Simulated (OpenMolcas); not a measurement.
**4d along the 37-electron sequence**

- Program: OpenMolcas 26.06
- Method: RASSCF
- Basis: ANO-RCC-VQZP
- Scalar Hamiltonian: DKH2, point nucleus
- Spin-orbit coupling: state interaction with AMFI integrals over the reference wave functions, term energies averaged over their components

Active space for each ion: 7 electrons in 8 orbitals (RAS1 4p, at most 2 holes; RAS2 4d).

Computed levels in cm-1 above 2D 3/2:

```tsv
Level	Nb4+	Mo5+	Tc6+	Ru7+
2D 5/2	2008	2645	3385	4294
weight of 2D in the lowest level (%)	100	100	100	100
```

Measured, with the error of the calculation in %. Measured levels: Nb4+ from Moore, Atomic Energy Levels, vol. II, NSRDS-NBS 35 (1971 reprint of NBS Circular 467, 1952); Mo5+ from Sugar and Musgrove, J. Phys. Chem. Ref. Data 17, 155 (1988).

```
 Level         Nb4+         Mo5+
2D 5/2  1870 (+7.4)  2584 (+2.4)
```

The fine-structure level 2D 5/2 changes by a factor of 2.14 from Nb4+ to Ru7+. Its fourth root runs 6.69, 7.17, 7.63, 8.09, with steps per unit of Z of 0.48, 0.46, 0.47; equal steps would mean a (Z - σ)^4 law with constant σ.

Without dynamic correlation excited terms often stand tens of per cent too high (terms of higher spin than the ground term too low), and those without a measured partner can miss by more than the paired ones. Active for correlation alone: 4p; no level in the range computed is led by a configuration that opens it, so any true level of that kind is missing. Measured partners are found by configuration, term and J. A level has none where our copy of the source lacks it or the pairing is in doubt (some pairs that miss far off the trend of their configuration count as doubtful), and it then counts in no deviation. Levels of configurations outside the active space are missing.
